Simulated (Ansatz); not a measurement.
An input meant for CH3CdCl⁻, that is CdMeCl with one electron more (charge -1, doublet; scaled by 1.05).

```yaml
crystal:
  periodic: [false, false, false]
  atoms:
    - {symbol: Cd, position_ang: [-0.003032, 0.006434, -1.256413]}
    - {symbol: C, position_ang: [0.002234, -0.004268, 0.941466]}
    - {symbol: H, position_ang: [-0.472888, 0.960667, 1.332492]}
    - {symbol: H, position_ang: [-0.596214, -0.902033, 1.623091]}
    - {symbol: H, position_ang: [-0.596214, -0.902033, 1.323091]}
    - {symbol: Cl, position_ang: [-0.008701, 0.016695, -3.663967]}
basis:
  gaussian: {orbitals: def2-SVP, fitting: {mean_field: def2-universal-jkfit}}
total_charge: -1
magnetization: {spin_polarized: true, initial_magnetization: 1}
hamiltonian: {xc: {name: PBE-QIDH}}
scf: {omitted_lower_state_checks: [starts]}
output: {forces: true}
```

```sh
$ ansatz run in.yaml --threads 4 --pin off --events-out ev --progress --plain --max-ram 3916MiB
```

It prints (some lines left out):

```
Functional definition: PBE-QIDH
512 factors; integrals over basis functions are off by at most 2.7e-1 eV
mean field evaluation 1: about -18126.3149 eV, gradient 1.5e1 eV
mean field evaluation 2: about -18126.3129 eV, gradient 1.5e1 eV
mean field evaluation 4: about -18127.9076 eV, gradient 1.7e0 eV
mean field evaluation 8: about -18127.9998 eV, gradient 1.7e-1 eV
mean field evaluation 16: about -18128.0038 eV, gradient 3.0e-3 eV
mean field -18128.00381756 eV, -666.1918526932 hartree, gradient 2.8e-6 eV, S^2 0.769295; 0 other end points of the search recorded, 0 dependent functions left out
6 core orbitals not correlated: weight in the atoms' cores, before any rotation towards them, 1.000 or more for the frozen orbitals, at most 0.000 for the correlated occupied ones
reference -18128.00383093 eV, -666.1918531844 hartree; 18, 17 occupied and 54, 55 virtual orbitals, 512 factors
second order -19.92257543 eV of doubles, -0.00000000 eV of singles
mean field evaluation 32: about -18128.0038 eV, gradient 2.8e-6 eV
Total energy: -18134.64468941 eV, -666.4359002320 hartree
Atom 0 at    -0.003032     0.006434    -1.256413 Å, force     0.163066     0.727163     0.830017 eV/Å
Atom 1 at     0.002234    -0.004268     0.941466 Å, force     2.841866     3.467026    -1.653407 eV/Å
Atom 2 at    -0.472888     0.960667     1.332492 Å, force    -0.254762    -1.504877    -0.084765 eV/Å
Atom 3 at    -0.596214    -0.902033     1.623091 Å, force     0.182451     0.115372   124.418451 eV/Å
Atom 4 at    -0.596214    -0.902033     1.323091 Å, force    -2.828835    -2.479563  -122.782391 eV/Å
Atom 5 at    -0.008701     0.016695    -3.663967 Å, force    -0.103785    -0.325120    -0.727903 eV/Å
Dipole moment:    -0.401212    -0.422429     0.099601 e Å
Checks for a lower state left out: starts
```

In this input one atom was put on top of another. Self-consistency was reached. The result belongs to that input, not to the species as meant.

In the def2 sets Cd takes a core potential; there is no spin–orbit coupling. Correlated methods freeze 6 core orbitals; core or outer-core shells of Cd are correlated, in sets that lack core-valence functions. The highest occupied level of an anion often lies above zero with these methods, and sets without diffuse functions describe the outer electron poorly.
